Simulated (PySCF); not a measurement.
# Ionisation energy of Hf²⁺ by level of theory

Hf²⁺ [Xe] 4f14 5d2 (3F) → Hf³⁺ [Xe] 4f14 5d1 (2D), as a difference of total energies. All numbers are calculated (PySCF 2.14, scalar relativity through the core potential, in aug-cc-pwCVDZ-PP with ECP60MDF (6s6p5d3f, 70 functions)). Correlated levels: valence and next inner shell: nothing frozen outside the core potential. The calculations carry no spin-orbit coupling.

```tsv
method	ionisation energy (eV)
UHF	21.524
MP2 (valence and next inner shell)	21.914
SCS-MP2 (valence and next inner shell)	21.834
CCSD (valence and next inner shell)	21.930
CCSD(T) (valence and next inner shell)	21.939
```

**Question.** How much does correlation contribute at CCSD(T) (valence and next inner shell)?

**Answer.** 21.939 − (21.524) = 0.415 eV, measured against UHF.

The reference lies between the lowest fine-structure levels, while these numbers refer to the centres of the terms.

Errors of the correlated levels include the incompleteness of this basis.

For comparison: 22.55 ± 0.04 eV (theoretical estimate listed by NIST; NIST Atomic Spectra Database, ionization energies).
